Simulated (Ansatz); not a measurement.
(HAlTe)4 cubane (Al4Te4H4). Total charge 0; singlet. Geometry PBE-D4/def2-SVP, basis def2-TZVP, Ansatz.

```csv
atom,x (Å),y (Å),z (Å)
Al1,-0.957,1.740,0.520
H2,-1.699,3.090,0.923
Te3,-2.532,-0.372,-0.046
Al4,-0.498,-1.480,1.332
H5,-0.885,-2.629,2.365
Te6,0.717,0.696,2.357
Al7,2.031,0.299,0.037
H8,3.606,0.531,0.067
Te9,0.621,1.845,-1.662
Al10,-0.575,-0.559,-1.890
H11,-1.022,-0.992,-3.355
Te12,1.194,-2.169,-0.649
```

```json
{"run": "A", "HOMO (eV)": "-7.22", "LUMO (eV)": "-1.70"}
{"run": "B", "HOMO (eV)": "-6.55", "LUMO (eV)": "-2.14"}
{"run": "C", "HOMO (eV)": "-6.27", "LUMO (eV)": "-2.37"}
{"run": "D", "HOMO (eV)": "-6.86", "LUMO (eV)": "-2.06"}
{"run": "E", "HOMO (eV)": "-6.53", "LUMO (eV)": "-2.23"}
```

In the def2 sets Te takes a core potential; there is no spin–orbit coupling. HSE06 is defined as in plane-wave codes, on full-range PBE exchange.

**Question.** The runs used B97M-V, HSE06, PBE, PBE0, r2SCAN. Estimate which is which.

**Answer.** A PBE0 (25 % exact exchange); B r2SCAN (0 % exact exchange); C PBE (0 % exact exchange); D HSE06 (range-separated); E B97M-V (0 % exact exchange). Exact exchange lowers occupied and raises empty levels; among semilocal functionals meta-GGAs tend to open the gap a little, and such runs are hard to tell apart. The gap grows from 3.90 eV (PBE) to 5.53 eV (PBE0).
